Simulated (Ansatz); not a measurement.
Ansatz (a quantum-chemistry and plane-wave program) input file for Al(Cl)2(NHMe) (CH₄AlCl₂N), SMILES [Cl][Al]([NH]C)[Cl], PBE/def2-SVPD. Coordinates come from a B3LYP-D3(BJ)/def2-SVP optimisation. The structure was generated by enumeration; whether it is a known compound was not checked. The values are those of a single conformer.

Ansatz 0.2 input:
```yaml
crystal:
  periodic: [false, false, false]
  atoms:
    - {symbol: Al, position_ang: [0.08098482, -0.15379269, -0.00000000]}
    - {symbol: Cl, position_ang: [0.73366858, -2.14723642, -0.00000000]}
    - {symbol: Cl, position_ang: [-1.96996477, 0.29321845, 0.00000000]}
    - {symbol: N, position_ang: [1.25674103, 1.15513028, 0.00000000]}
    - {symbol: C, position_ang: [1.01700534, 2.59038399, 0.00000000]}
    - {symbol: H, position_ang: [2.24722254, 0.92360623, 0.00000000]}
    - {symbol: H, position_ang: [1.44150273, 3.08730454, -0.89177674]}
    - {symbol: H, position_ang: [1.44150273, 3.08730454, 0.89177674]}
    - {symbol: H, position_ang: [-0.06521471, 2.79117923, 0.00000000]}
basis:
  gaussian:
    orbitals: def2-SVPD
hamiltonian:
  xc: {name: PBE}
```

It prints:

```
WARN ansatz: RAYON_NUM_THREADS=1 ignored (pool sized by the plan → 1); use --threads N
Functional definition: PBE
integrals: 0.10 GiB planned
1381 factors; their error is unknown
mean field: 0.56 GiB planned
mean field evaluation 1: about -34200.3892 eV, gradient 6.7e1 eV
mean field evaluation 2: about -34147.2129 eV, gradient 1.4e2 eV
mean field evaluation 4: about -34210.3871 eV, gradient 1.2e1 eV
mean field evaluation 8: about -34210.7298 eV, gradient 1.6e-1 eV
mean field evaluation 16: about -34210.6556 eV, gradient 4.7e-4 eV
mean field -34210.65560379 eV, -1257.2184046239 hartree, gradient 3.5e-5 eV, S^2 0.000000; 0 other end points of the search recorded, 0 dependent functions left out
reference -34210.65565490 eV, -1257.2184065022 hartree; 32, 32 occupied and 118, 118 virtual orbitals, 1381 factors
Total energy: -34210.65565490 eV, -1257.2184065022 hartree
```

Self-consistency was reached.

Cost: very roughly 2.4 core-seconds.
